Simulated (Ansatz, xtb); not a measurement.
# C5H11BSi: 7 structures ranked

7 gas-phase structures of C5H11BSi, from a drawn sample of its isomers (lower ones may exist). Each was relaxed with GFN2-xTB; where two conformers were screened, the lower at r2SCAN-D4/def2-SVP is listed:

A. `B[C@@H]1C[SiH2]C12CC2`, a singlet
B. `[SiH3]CC1=CBCC1`, a singlet
C. `C[C@@H]1CBC=C[SiH2]1`, a singlet
D. `BC#C[C@H](C)C[SiH3]`, a singlet
E. `B[C@@H]1CC=CC[SiH2]1`, a singlet
F. `CC1=C(B[SiH3])CC1`, a singlet
G. `CC#CB(C)C[SiH3]`, a singlet

Make a reasoned guess at their ranking by r2SCAN-D4/def2-SVP single-point energy.

Calculated order at r2SCAN-D4/def2-SVP: B (0.000), C (0.135), E (0.504), G (0.535), F (1.620), A (1.858), D (1.875) eV. Less than 1 kcal/mol parts E and G; A and D, so the order within those pairs means little.

Energies above the lowest of each column, in eV; the last columns are at B3LYP/def2-SVP geometries and were run for some of them only (a dash: not run or not comparable):

```
structure  GFN2-xTB  HF/STO-3G  r2SCAN-D4/def2-SVP  B3LYP/def2-SVP  CCSD(T)/def2-SVP + ΔMP2/def2-TZVPP
        B     0.000      0.031               0.000           0.000                               0.000
        C     0.688      0.000               0.135           0.131                               0.034
        E     0.413      0.483               0.504           0.516                               0.350
        G     1.164      1.008               0.535           0.373                               0.393
        F     1.026      1.896               1.620               –                                   –
        A     1.057      1.674               1.858               –                                   –
        D     1.117      2.048               1.875               –                                   –
```

CCSD(T)/def2-SVP + ΔMP2/def2-TZVPP has B and C within 1 kcal/mol of each other at the bottom, and every level picks one of them. Flexible structures stand in one conformer each, not always the lowest. Frequencies (GFN2-xTB) were run for B, C, E, G alone. ΔMP2 is the change of the MP2 energy from the smaller to the larger basis.

Over these structures GFN2-xTB departs from r2SCAN-D4/def2-SVP by 0.485 eV on average once a common shift is removed. A GFN2-xTB relaxation took about 0.12 s and the r2SCAN-D4/def2-SVP energy about 2.2 s on a shared host (Ansatz 0.2.0, xtb 6.7.1).
